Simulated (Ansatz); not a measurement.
CH₅NOSiZn (`C1[NH][Zn][O][SiH2]1`). The species carries charge 0 and has multiplicity 1.

Z-matrix (Å, degrees):
```
C
Si 1 1.945
Zn 1 2.556 2 70.9
N 1 1.478 2 113.1 3 17.7
H 1 1.099 2 106.7 3 138.3
H 1 1.099 2 107.2 3 -107.6
O 2 1.643 1 107.8 3 7.1
H 2 1.490 1 108.1 3 128.4
H 2 1.491 1 109.2 3 -113.8
H 4 1.009 1 112.4 2 -154.6
```

(1) What are the harmonic wavenumbers in cm⁻¹ at PBE0-D4/def2-TZVP (Ansatz, finite differences of forces, unscaled)? (Estimate.)

(2) Is this a minimum?

(3) Give the ideal-gas thermochemistry at 298.15 K and 1 bar (rigid rotor, harmonic oscillator; point group C1, symmetry number 1).

(4) And at 400, 500, 600, 800 and 1000 K?

(5) Rotational constants (cm⁻¹)?

Results:

(1) The calculation gave: 122, 182, 229, 365, 472, 533, 590, 609, 699, 710, 814, 880, 896, 978, 998, 1147, 1186, 1311, 1464, 2189, 2198, 2988, 3026, 3598.

(2) Yes, all 24 modes are real.

(3) Zero-point energy 168.6 kJ/mol; H(298) − E = 187.6 kJ/mol; entropy 334.2 J/(mol·K), of which translation 170.5, rotation 113.4, vibration 50.2; G(298) − E = 87.9 kJ/mol.

(4) 
```tsv
T (K)	H − E (kJ/mol)	S (J/mol/K)	G − E (kJ/mol)
400	199.2	367.5	52.2
500	212.5	397.3	13.9
600	227.4	424.4	-27.2
800	260.5	471.8	-117.0
1000	296.8	512.2	-215.5
```

(5) 0.1457, 0.09264, 0.05892.
